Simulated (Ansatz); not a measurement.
Start from `C=C(I)[CH2][AlH2]` and change one atom or group to get `C=C(Cl)I`.

Ansatz, PBE0-D4/def2-TZVP geometries, multiplicity 1. Each molecule was computed in one conformer, which needn't be the lowest.

Elements past krypton have def2 core potentials.

| property | `C=C(I)[CH2][AlH2]` |
| --- | --- |
| LUMO energy (B3LYP/def2-TZVPP) / eV | -1.78 |
| HOMO–LUMO gap (B3LYP/def2-TZVPP) / eV | 5.07 |
| size of the dipole moment (PBE/def2-TZVPP) / D | 1.76 |
| LUMO energy (PBE/def2-TZVPP) / eV | -2.45 |
| HOMO energy (ωB97M-V/def2-TZVPP) / eV | -9.18 |
| size of the dipole moment (ωB97M-V/def2-TZVPP) / D | 1.77 |

**Question.** What does the change do to each property? (Estimate.)

**Answer.** Computed: 
| property | `C=C(Cl)I` | shift |
| --- | --- | --- |
| LUMO energy (B3LYP/def2-TZVPP) / eV | -1.52 | 0.26 |
| HOMO–LUMO gap (B3LYP/def2-TZVPP) / eV | 5.52 | 0.45 |
| size of the dipole moment (PBE/def2-TZVPP) / D | 1.04 | -0.72 |
| LUMO energy (PBE/def2-TZVPP) / eV | -2.19 | 0.26 |
| HOMO energy (ωB97M-V/def2-TZVPP) / eV | -9.38 | -0.20 |
| size of the dipole moment (ωB97M-V/def2-TZVPP) / D | 1.17 | -0.60 |

With PBE0 the HOMO falls by 0.20 eV and the LUMO rises by 0.31 eV, so the gap widens by about 0.51 eV. PBE moves the HOMO by -0.20 eV and ωB97M-V by -0.20 eV. The zero-point energy changes by -104.4 kJ/mol with -15 modes. Dipoles are sizes alone; their direction can turn.

B3LYP here is the variant with VWN-RPA as its local correlation; programs differ in this.

Spin–orbit coupling is left out; it splits and shifts lone-pair levels of the heavy atoms by tenths of an eV.
